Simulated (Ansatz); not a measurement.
The cluster Pd₂Au⁺ was relaxed with PBE-D4 (def2-TZVP) in Ansatz in these states: charge +1 quintet, charge +1 triplet. The geometries follow in no particular order.

In the def2 sets Au, Pd take a core potential; there is no spin–orbit coupling.

A:

Cartesian coordinates in Å:
```
Pd -1.1007 -0.3795 -0.8750
Pd -0.1915 -0.1692 1.4338
Au 1.2921 0.5487 -0.5588
```

B:

```xyz
3

Pd    1.391    0.224   -0.526
Pd   -0.162    0.197    1.482
Au   -1.230   -0.420   -0.957
```

Q: Judge from the bond lengths which geometry belongs to which state (an estimate).

A: A is the charge +1 triplet (Pd2–Au3 2.586 Å, Pd1–Au3 2.586 Å, Pd1–Pd2 2.490 Å); B is the charge +1 quintet (Pd2–Au3 2.733 Å, Pd1–Au3 2.733 Å, Pd1–Pd2 2.539 Å).

At PBE0-D4/def2-TZVP a triplet lies 2.32 eV below the charge +1 quintet. These are the stationary points nearest to one start from a short search; other shapes may lie lower in each state.
